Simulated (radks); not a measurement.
The numbers below are computed, except where a source is named.
Question: The table gives one normalised radial function P(r) = r R(r) of Pr+ in [Xe] 4f3 5d0.5 6s0.5 (r in bohr). Code: a radial shooting solver on a logarithmic mesh with Libxc functionals. Model: scalar-relativistic Kohn-Sham, r2SCAN, spin-polarised, spherical densities, finite nucleus; open shells are filled with parallel spins first (spin-orbit coupling, left out, can overturn this in heavy ions); meta-GGA in the generalised Kohn-Sham scheme; Fermi nuclear charge, rms radius 4.8919 fm.

r           P
0.0008514  0.0000
0.001154   0.0000
0.001576   0.0000
0.002137   0.0000
0.002896   0.0000
0.003924   0.0000
0.005361   0.0000
0.007266   0.0000
0.009847   0.0000
0.01345    0.0000
0.01823    0.0001
0.02471    0.0004
0.03349    0.0013
0.04575    0.0038
0.062      0.0102
0.08403    0.0262
0.1148     0.0637
0.1556     0.1380
0.2109     0.2682
0.2858     0.4588
0.3904     0.6873
0.5291     0.8710
0.7171     0.9300
0.9796     0.8404
1.328      0.6631
1.799      0.4637
2.439      0.2883
3.332      0.1575
4.515      0.0763
6.119      0.0298
8.36       0.0077
11.33      0.0012

Which n and l does it have? It may be an empty orbital.

Answer: n = 4, l = 3: the number of nodes gives n - l - 1 = 0, the rise at small r (about r^(l+1), flatter next to the nucleus through relativity) gives l, and the extent must fit the shell. The curve is that of 4f up; the table hardly tells the two spins apart. 4f up: eigenvalue -6.590 eV, 0 radial nodes, <r> = 1.17 bohr, 90 % of the charge inside 2.09 bohr.
